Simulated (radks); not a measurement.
Problem. The lanthanum ion La48+, configuration [He] 2s2 2p5. All-electron calculation, non-relativistic Kohn-Sham, LDA (Slater exchange, Perdew-Wang correlation), spin-unpolarised, spherical densities, point nucleus; relativity is left out, which matters for an element this heavy. Program: a radial shooting solver on a logarithmic mesh with Libxc functionals. Some entries of the table are withheld. Estimate them.

| orbital | occ. | eigenvalue (hartree) | <r> (bohr) | <r^2> (bohr^2) |
|---|---|---|---|---|
| 1s | 2 | (1) | (2) | (3) |
| 2s | 2 | -330.5282 | (4) | (5) |
| 2p | 5 | (6) | 0.09425 | 0.01072 |

Solution. 
(1) 1s eigenvalue (hartree): -1488.478
(2) 1s <r> (bohr): 0.02663
(3) 1s <r^2> (bohr^2): 0.0009479
(4) 2s <r> (bohr): 0.1113
(5) 2s <r^2> (bohr^2): 0.01448
(6) 2p eigenvalue (hartree): -321.7215
